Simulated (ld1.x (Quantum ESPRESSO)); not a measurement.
# Re: variants of one PAW potential

Base potential:

- Element: rhenium
- Generator: ld1.x (Quantum ESPRESSO) 7.5
- Type: PAW
- Functional: BP86
- Relativity: scalar-relativistic
- Frozen core: [Kr] 4d10 4f14
- Valence charge: 15
- Reference configuration: 5s2 5p6 5d5 6s2 6p0
- Partial waves: 5s (bound): rcut 1.55, rcutus 1.95 bohr; 6s (bound): rcut 1.55, rcutus 1.95 bohr; 5p (bound): rcut 1.80, rcutus 2.15 bohr; 6p (bound, empty): rcut 1.80, rcutus 2.15 bohr; 5d (bound): rcut 1.85, rcutus 2.35 bohr; 5d channel at 0.15 Ry: rcut 1.85, rcutus 2.35 bohr; 5f channel at 0.4 Ry: rcut 1.45, rcutus 1.65 bohr; 5f channel at 0.75 Ry: rcut 1.45, rcutus 1.65 bohr
- Local potential: all-electron potential smoothed inside 1.25 bohr (lloc = -1)
- Core correction: a·sin(br)/r model core inside 1.10 bohr
- Augmentation charge: BESSEL, radius 1.40 bohr

Cutoffs, loose and tight: the cutoffs (Ry, on a coarse ladder) from which the occupation-weighted sum of valence levels, in a spherical-Bessel basis at the reference potential, stays within 10 and 1 mRy of its value at 400 Ry. They do not see the model core or the augmentation charge, which bear on the density cutoff. Test errors are all-electron minus pseudo excitation energies from the reference, over the configurations 5s2 5p6 5d5 6s1 6p0; 5s2 5p6 5d5 6s0 6p0; 5s2 5p6 5d4 6s0 6p0; 5s2 5p6 5d4 6s2 6p1; 5s2 5p6 5d5 6s1.5 6p0; 5s2 5p6 5d5 6s0 6p2; 5s2 5p6 5d5.5 6s1.5 6p0. A dash means not determined; rows that change the core or the reference have their own tests. The largest error is taken over the tests solved by every variant that gives reliable tests at all: 5s2 5p6 5d4 6s0 6p0; 5s2 5p6 5d5 6s0 6p0; 5s2 5p6 5d5 6s1 6p0.

A true bound ghost makes a file unfit for plane-wave use even where its test errors are small: the radial tests pick states by their node count and pass the ghost by.

Cutoffs are not given where the Bessel-basis levels miss the radial ones by over 6 mRy, ghosts where they miss by over 20 mRy; a channel whose overlap is not positive is not tested.

On the changes marked as counting shells twice: ld1.x takes every shell without a wave as core, so the model core holds the marked electrons as well and exchange and correlation see them twice. This cancels in the reference configuration, but the file is broken for other ones, and its errors say nothing about a proper core correction.

A file whose overlap is not positive is unfit for use, and its test errors describe a broken file.

| change | outcome | cutoff, loose | cutoff, tight | bound ghosts | largest test error (meV) |
| --- | --- | --- | --- | --- | --- |
| base | generated, overlap not positive | – | – | f, d (p not tested, overlap not positive) | -34 |
| reference 5s2 5p6 5d5 6s1.5 6p0.5 | generated, overlap not positive | – | – | d, f (p not tested, overlap not positive) | -5.8 over the solved tests; test run stopped at test 5 of 7 (negative norm?) |
| type TM; waves now 5s (bound): rc 1.95 bohr; 5p (bound): rc 2.15 bohr; 5f channel at 0.4 Ry: rc 1.65 bohr; 5d (bound): rc 2.35 bohr; local potential the d channel (6s counted twice) | generated, misses its reference levels by 0.18 eV | 35 Ry | 55 Ry | f | -292 |
| waves 5f channel at 0.4 Ry: rcut 1.45, rcutus 1.96 bohr; 5f channel at 0.75 Ry: rcut 1.45, rcutus 1.96 bohr | generated, overlap not positive | – | – | d (p not tested, overlap not positive) | -34 |
| wave 5d channel at 0.15 Ry: rcut 1.85, rcutus 2.35 bohr becomes 5d channel at 0.18 Ry: rcut 1.85, rcutus 2.35 bohr | generated, overlap not positive | – | – | d, f (p not tested, overlap not positive) | -22 |
| waves 5p (bound): rcut 1.80, rcutus 1.96 bohr; 6p (bound): rcut 1.80, rcutus 1.96 bohr | generated, overlap not positive | – | – | f, d (p not tested, overlap not positive) | -33 |
| local potential all-electron potential smoothed inside 2.02 bohr (lloc = -1) | generated, overlap not positive | – | – | f (s, p not tested, overlap not positive) | +7.7 |
| all radii but the core radius scaled by about 1.14 (s 2.22, p 2.46, d 2.68, f 1.88 bohr, rcut 1.78/2.06/2.12/1.66); local potential all-electron potential smoothed inside 1.42 bohr (lloc = -1); augmentation BESSEL, radius 1.60 bohr | generated, overlap not positive | – | – | d, f (s not tested, overlap not positive) | test run stopped at test 1 of 7 (negative rho) |
| functional LDA (PZ); removed wave 5f channel at 0.75 Ry: rcut 1.45, rcutus 1.65 bohr | generated, overlap not positive | – | – | d (p not tested, overlap not positive) | -33 |

What comes out with this change to the base: waves 5s (bound): rcut 1.55, rcutus 2.10 bohr; 6s (bound): rcut 1.55, rcutus 2.10 bohr?

outcome: generated, overlap not positive; bound ghosts: f, d (s, p not tested, overlap not positive); largest test error (meV): -38. A file whose overlap is not positive is unfit for use, and its test errors describe a broken file.

What comes out with this change to the base: augmentation BESSEL, radius 1.25 bohr?

outcome: generated, overlap not positive; bound ghosts: f, d (p not tested, overlap not positive); largest test error (meV): -21. A file whose overlap is not positive is unfit for use, and its test errors describe a broken file.

What comes out with this change to the base: waves 5d (bound): rcut 1.44, rcutus 1.52 bohr; 5d channel at 0.15 Ry: rcut 1.44, rcutus 1.52 bohr?

outcome: generated, overlap not positive; bound ghosts: f (p not tested, overlap not positive); largest test error (meV): -6.8. A file whose overlap is not positive is unfit for use, and its test errors describe a broken file.
